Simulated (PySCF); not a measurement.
# Ionisation energy along the 1-electron series

Calculated with PySCF 2.14 and a two-component X2C-1e Hamiltonian (Gaussian nucleus, no Breit or QED terms), each ion in its own even-tempered basis scaled to its charge; GMP2 freezes nothing and drops the highest virtual spinors. Values in eV. NIST values: (m) measured, (s) semi-empirical, (t) theoretical.

```json
{"ion": "Li²⁺", "configuration": "1s1", "GHF (screened spin-orbit)": "122.47", "NIST": "122.45 (t)"}
{"ion": "Be³⁺", "configuration": "1s1", "GHF (screened spin-orbit)": "217.74", "NIST": "217.72 (t)"}
{"ion": "B⁴⁺", "configuration": "1s1", "GHF (screened spin-orbit)": "340.26", "NIST": "340.23 (t)"}
{"ion": "C⁵⁺", "configuration": "1s1", "GHF (screened spin-orbit)": "490.04", "NIST": "489.99 (t)"}
{"ion": "N⁶⁺", "configuration": "1s1", "GHF (screened spin-orbit)": "667.11", "NIST": "667.05 (t)"}
{"ion": "O⁷⁺", "configuration": "1s1", "GHF (screened spin-orbit)": "871.51", "NIST": "871.41 (t)"}
{"ion": "F⁸⁺", "configuration": "1s1", "GHF (screened spin-orbit)": "1103.3", "NIST": "1103.1 (t)"}
{"ion": "Ne⁹⁺", "configuration": "1s1", "GHF (screened spin-orbit)": "1362.4", "NIST": "1362.2 (t)"}
{"ion": "Mg¹¹⁺", "configuration": "1s1", "GHF (screened spin-orbit)": "1963.0", "NIST": "1962.7 (t)"}
{"ion": "Al¹²⁺", "configuration": "1s1", "GHF (screened spin-orbit)": "2304.6", "NIST": "2304.1 (t)"}
{"ion": "Si¹³⁺", "configuration": "1s1", "GHF (screened spin-orbit)": "2673.7", "NIST": "2673.2 (t)"}
{"ion": "P¹⁴⁺", "configuration": "1s1", "GHF (screened spin-orbit)": "3070.5", "NIST": "3069.8 (t)"}
{"ion": "S¹⁵⁺", "configuration": "1s1", "GHF (screened spin-orbit)": "3495.0", "NIST": "3494.2 (t)"}
{"ion": "Cl¹⁶⁺", "configuration": "1s1", "GHF (screened spin-orbit)": "3947.3", "NIST": "3946.3 (t)"}
{"ion": "Ar¹⁷⁺", "configuration": "1s1", "GHF (screened spin-orbit)": "4427.4", "NIST": "4426.2 (t)"}
{"ion": "K¹⁸⁺", "configuration": "1s1", "GHF (screened spin-orbit)": "4935.5", "NIST": "4934.0 (t)"}
```

Between Z = 3 and Z = 19 the GHF (screened spin-orbit) value grows as Z to the power 2.00.
